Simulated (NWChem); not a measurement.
Molecule: InCl₃; SMILES [Cl][In]([Cl])[Cl]

Results from NWChem. def2 effective core potentials on In; no spin-orbit coupling. B3LYP is NWChem's, with the RPA form of VWN correlation. Each level has its own optimisation; frequencies are unscaled.

For level B3LYP/3-21G (all-electron, non-relativistic):

| Quantity | Value |
|---|---|
| r Cl–In (Å) | 2.387 |
| highest harmonic frequency (cm⁻¹) | 385 |

Problem. What are these values for level PBE0/def2-SVP (core potentials)?

Solution. 
- r Cl–In (Å): 2.321
- highest harmonic frequency (cm⁻¹): 405
